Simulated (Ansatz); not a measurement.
Computed with Ansatz on PBE0-D4/def2-TZVP structures; ΔE is electronic, products minus reactants. CCSD(T)/CBS adds triple-zeta CCSD(T) − MP2 to the extrapolated MP2 energy (def2 sets, frozen cores). This one scheme is used for every species. DFT in def2-TZVPP. B3LYP here is the variant with VWN-RPA as its local correlation; programs differ in this. HSE06 is defined as in plane-wave codes. Each species was taken in one conformer, which may not be the lowest.

Reaction (hydrogenolysis of the Si–Si bond): `N[Si](N)([SiH3])Cl` + H₂ → `N[SiH](N)Cl` + SiH₄

```
             level  ΔE (kJ/mol)  difference from CCSD(T)/CBS
       LDA (SPW92)        -15.0                         11.5
            PBE-D4         -9.5                         17.0
         revPBE-D4         -6.3                         20.2
           BLYP-D4        -17.9                          8.6
         r2SCAN-D4        -20.1                          6.4
            B97M-V        -25.4                          1.1
           PBE0-D4        -17.6                          8.9
          B3LYP-D4        -24.5                          2.0
        r2SCANh-D4        -22.1                          4.4
        r2SCAN0-D4        -25.1                          1.4
          HSE06-D4        -17.6                          8.9
          BHLYP-D4        -33.2                         -6.7
           ωB97M-V        -31.4                         -4.9
               PBE        -18.2                          8.3
            revPBE        -20.8                          5.7
              BLYP        -34.6                         -8.1
            r2SCAN        -22.5                          4.0
              PBE0        -25.5                          1.0
             B3LYP        -38.6                        -12.1
           r2SCAN0        -28.2                         -1.7
             HSE06        -25.3                          1.2
             BHLYP        -46.8                        -20.3
         CAM-B3LYP        -42.0                        -15.5
           LC-ωPBE        -31.2                         -4.7
RPA@PBE/def2-TZVPP        -33.9                         -7.4
       HF/def2-SVP        -67.5                        -41.0
      MP2/def2-SVP        -40.6                        -14.1
     CCSD/def2-SVP        -46.5                        -20.0
  CCSD(T)/def2-SVP        -41.9                        -15.4
     HF/def2-TZVPP        -62.9                        -36.4
    MP2/def2-TZVPP        -29.7                         -3.2
SCS-MP2/def2-TZVPP        -37.4                        -10.9
   CCSD/def2-TZVPP        -36.9                        -10.4
CCSD(T)/def2-TZVPP        -30.6                         -4.1
     HF/def2-QZVPP        -63.3                        -36.8
    MP2/def2-QZVPP        -27.5                         -1.0
SCS-MP2/def2-QZVPP        -35.2                         -8.7
      HF/CBS(def2)        -63.3                        -36.8
     MP2/CBS(def2)        -25.6                          0.9
    CCSD/CBS(def2)        -32.7                         -6.2
       CCSD(T)/CBS        -26.5                            0
```

Largest T1 diagnostic among the species: 0.011.

From BLYP to BHLYP (50 % exact exchange), in def2-TZVPP and without D4, ΔE moves by −12.2 kJ/mol. In def2-TZVPP, CCSD(T) changes the Hartree–Fock value by +32.2 kJ/mol (the triples alone add +6.2 kJ/mol) and MP2 by +33.1 kJ/mol. At CCSD(T), def2-SVP lies −15.5 kJ/mol from the extrapolated value and def2-TZVPP −4.2 kJ/mol.
